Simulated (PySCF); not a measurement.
Vertical excitations of a molecule H11NSi4 from TDA-PBE/def2-SVPD in PySCF, as energy in eV (oscillator strength): 4.78 (0.008), 5.27 (0.007), 5.51 (0.020), 5.59 (0.011), 5.78 (0.057), 5.93 (0.006). Lowest triplet (TDA): 4.45 eV. Geometry: ωB97X-D3(BJ)/def2-SVP. The values are those of a single conformer.

Question: Identify the compound among the candidates.
A. [SiH3][SiH2]N([SiH3])[SiH3]
B. [SiH3]N[SiH2][SiH2][SiH3]
C. [SiH3][SiH2]N[SiH2][SiH3]
D. N[Si]([SiH3])([SiH3])[SiH3]

Answer: B, [SiH3]N[SiH2][SiH2][SiH3]
